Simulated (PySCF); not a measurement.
C6H10NP.
Atom-mapped SMILES: `[CH3:1][P:2]([CH3:3])[n:4]1[cH:5][cH:6][cH:7][cH:8]1`

Probes without a nucleus sit at each ring's centroid and 1 Å off its mean plane on both sides; NICS is minus the shielding there, NICSzz its component along the normal. Level: GIAO PBE0/pcSseg-1 (PySCF, non-relativistic, gas phase) on the GFN2-xTB geometry, one conformer.

Ring bond lengths (Å), with Mayer bond orders in brackets: N4–C5 1.371 (1.12), C5–C6 1.362 (1.54), C6–C7 1.413 (1.33), C7–C8 1.363 (1.55), C8–N4 1.370 (1.09).

Give the NICS values of each ring in ppm.

```json
{"ring": "N4–C5–C6–C7–C8", "type": "5-membered ring with N; formal bonds all aromatic", "NICS(0)": "-12.9", "NICS(1), two faces": "-10.9 / -10.9", "NICS(1)zz, two faces": "-28.6 / -28.6", "rms pucker (Å)": "0.00", "centre to ring atoms, mean (Å)": "1.17"}
```

What do they say, and how far can they be read as aromaticity?

- N4–C5–C6–C7–C8: mean NICS(1)zz -28.6 ppm, shielded. The ring is flat and has no four-coordinate atom; by the NICS criterion it is aromatic.

And the bond-length index? HOMA = 1 − mean of α(R − Ropt)² over the ring bonds, with Krygowski's 1993 parameters (CC: Ropt 1.388 Å, α 257.7 Å⁻²; CN: Ropt 1.334 Å, α 93.52 Å⁻²).

- N4–C5–C6–C7–C8: HOMA 0.85; the largest term is that of C5–C6, α(R − Ropt)² = 0.18. The geometric and the magnetic index point the same way.

Give the inner angles of the rings and the Hirshfeld charges of the ring atoms.

- N4–C5–C6–C7–C8: N4 107.8° (-0.063 e), C5 109.2° (-0.041 e), C6 106.9° (-0.101 e), C7 107.3° (-0.096 e), C8 108.9° (-0.040 e); sum 540.0° against 540° for a flat convex ring.

Shape of the structure used: `[CH3:1][P:2]([CH3:3])[n:4]1[cH:5][cH:6][cH:7][cH:8]1`: C1–P2–N4–C5 130°.
